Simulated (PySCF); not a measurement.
Simulated outer-valence photoelectron spectrum of `B1OBOBO1`. Computed with EOM-IP-CCSD/aug-cc-pVDZ in PySCF, restricted Hartree–Fock reference, frozen core, non-relativistic, gas phase, PBE0-D3(BJ)/def2-SVP geometry.

Each root has a Gaussian of 0.4 eV full width with its one-hole share as area; cross sections and vibrations are left out, and the highest printed point is 100.

```csv
ionisation energy (eV),intensity
11.7,1
11.8,4
11.9,14
12.0,35
12.1,61
12.2,76
12.3,67
12.4,41
12.5,18
12.6,6
12.7,1
12.8,1
12.9,3
13.0,11
13.1,30
13.2,56
13.3,74
13.4,70
13.5,46
13.6,22
13.7,7
13.8,2
13.9,1
14.0,4
14.1,14
14.2,37
14.3,69
14.4,96
14.5,100
14.6,80
14.7,50
14.8,24
14.9,9
15.0,2
15.1,0
```

Q: Where are the maxima, and how many lines lie under the curve?

A: 3 maxima, at 12.2, 13.3 and 14.5 eV, from 4 lines (7 roots with degenerate partners counted). At this width some lines have no maximum of their own.

Q: List the lines with their holes.

A: 
| E (eV) | leading hole (HF orbital) | area | Koopmans (eV) |
| --- | --- | --- | --- |
| 12.21 | HOMO/HOMO-1 | 1.90 | 13.63 |
| 13.33 | HOMO-2/HOMO-3 | 1.89 | 14.86 |
| 14.42 | HOMO-5/HOMO-6 | 1.90 | 15.90 |
| 14.59 | HOMO-4 | 0.95 | 15.55 |

The widest gap, 1.12 eV, lies between 12.21 and 13.33 eV. Only orbitals with −ε under 21 eV, eight at most, were ionised, so the high end of the curve may lack lines.
